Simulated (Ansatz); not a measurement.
Program: Ansatz. Geometries: PBE0-D4/def2-TZVP. ΔE: electronic, gas phase. CCSD(T)/CBS adds triple-zeta CCSD(T) − MP2 to the extrapolated MP2 energy (def2 sets, frozen cores). This one scheme is used for every species. DFT in def2-TZVPP. For Ge outer-core shells are correlated without core-valence functions, which leaves a few kJ/mol of doubt a bond. Scalar relativity is left out up to krypton. Each species was taken in one conformer, which may not be the lowest.

Reaction (formal exchange of groups at a Ge–O bond): `C[O][GeH3]` + `[SiH3][SiH2][SiH3]` → `[SiH3][SiH2][SiH2][GeH3]` + CH₃OH

CCSD(T)/CBS gives -5.0 kJ/mol.

Q: Another level gave +4.7 kJ/mol. Which?
A. CCSD(T)/def2-TZVPP
B. HF/def2-TZVPP
C. r2SCANh-D4/def2-TZVPP
D. RPA@PBE/def2-TZVPP

A: D. RPA@PBE/def2-TZVPP 4.7, CCSD(T)/def2-TZVPP 0.1, r2SCANh-D4 -6.1, HF/def2-TZVPP 21.0 kJ/mol.

Largest T1 diagnostic among the species: 0.013.

Leaving LDA and LC-ωPBE aside and taking each functional with its dispersion term where it has one, the values, not all of them listed here, spread over 21.3 kJ/mol, from PBE-D4 to B2PLYP. LDA lies −3.1 kJ/mol from PBE without D4. From BLYP to BHLYP (50 % exact exchange), in def2-TZVPP and without D4, ΔE moves by +3.3 kJ/mol.
